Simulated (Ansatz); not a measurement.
`C[B](C)[AlH2]` + H–F → `CB(C)F` + `[AlH3]` at 400 K and 1 bar (cleavage of the B–Al bond).

Calculated with Ansatz (gas phase, PBE0-D4/def2-TZVP geometries, no zero-point term in ΔE). CBS: MP2 limit from def2 TZ/QZ plus the TZ coupled-cluster correction, frozen cores. This one scheme is used for every species.

```json
{"species": "`C[B](C)[AlH2]`", "CCSD(T)/CBS energy (Eh)": "-347.69710", "H − E (kJ/mol)": "269.5", "S (J/(mol·K))": "382.4"}
{"species": "H–F", "CCSD(T)/CBS energy (Eh)": "-100.39570", "H − E (kJ/mol)": "36.5", "S (J/(mol·K))": "182.2"}
{"species": "`CB(C)F`", "CCSD(T)/CBS energy (Eh)": "-204.38401", "H − E (kJ/mol)": "236.3", "S (J/(mol·K))": "340.2"}
{"species": "`[AlH3]`", "CCSD(T)/CBS energy (Eh)": "-243.78045", "H − E (kJ/mol)": "63.6", "S (J/(mol·K))": "220.9"}
```

H − E and S are ideal-gas, rigid-rotor, harmonic terms from PBE0-D4/def2-TZVP, for one conformer and one mirror image of each species. 1 Eh = 2625.50 kJ/mol, R = 8.31446 J/(mol·K).

Task: By hand: ΔE, ΔH, ΔS and ΔG.

Result: ΔE = (-204.38401) + (-243.78045) − (-347.69710) − (-100.39570) = -0.07166 Eh = -188.1 kJ/mol. Δ(H − E) = 236.3 + 63.6 − 269.5 − 36.5 = -6.1, so ΔH = -194.2 kJ/mol. ΔS = 340.2 + 220.9 − 382.4 − 182.2 = -3.5 J/(mol·K). ΔG = -194.2 − 400 × (-3.5)/1000 = -192.8 kJ/mol.

Task: By hand: the equilibrium constant, and the temperature at which ΔG would vanish if ΔH and ΔS stayed fixed.

Result: log₁₀ K = −ΔG/(RT ln 10) = 25.2. ΔG = 0 at ΔH/ΔS = 55486 K, far beyond where these terms or the molecules hold.

The number of gas molecules stays the same, so ΔS is small and ΔH decides. A doubt of 5 kJ/mol in ΔE shifts log₁₀ K by 0.7 here. Other conformers and mirror images would add mixing entropy, several J/(mol·K) or more a flexible species. Modes under 60 cm⁻¹, often nearly free rotors, make the harmonic entropy too high. These are equilibria of isolated gas molecules and say nothing of rates. Largest T1 diagnostic: 0.011 (customary marks: 0.02 for closed shells, 0.045 for open ones).
